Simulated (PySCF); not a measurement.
Cl2Sc, charge +1, singlet, geometry from GFN2-xTB (such geometries of metal compounds can be far from the true shape) (the multiplicity is a formal guess). Base run: R2SCAN/STO-3G (PySCF).

Geometry (Å):
```xyz
3

Sc     0.4062    -0.0003     0.4287
Cl     1.1950     0.3758    -1.6346
Cl    -1.6968    -0.3754     1.1050
```
Charge +1, spin multiplicity 1.
All else is at PySCF's defaults.
Base energy -1663.27092 Eh.

Variants of this job, named by their change:

| change | ΔE vs base (mEh) | grid points | electrons on the grid |
|---|---|---|---|
| base | 0.000 | 58400 | 54.00000 |
| small_rho_cutoff = 0 | 0.000 | 58400 | 54.00000 |
| grids.atom_grid = (50, 194) | 9.606 | 18832 | 54.00001 |
| grids.level = 4 | 0.865 | 87760 | 54.00000 |
| grids.becke_scheme = stratmann | -0.005 | 58400 | 54.00000 |
| grids.radi_method = gauss_chebyshev | 0.825 | 56616 | 54.00000 |
| grids.prune = dft.gen_grid.treutler_prune | 0.000 | 57552 | 54.00000 |
| grids.prune = off | 0.000 | 108504 | 54.00000 |
| grids.atom_grid = (99, 590) | 1.010 | 88440 | 54.00000 |
| grids.atom_grid = (30, 110) | 28.755 | 7272 | 53.99891 |
| grids.level = 2 | -0.025 | 36536 | 54.00000 |
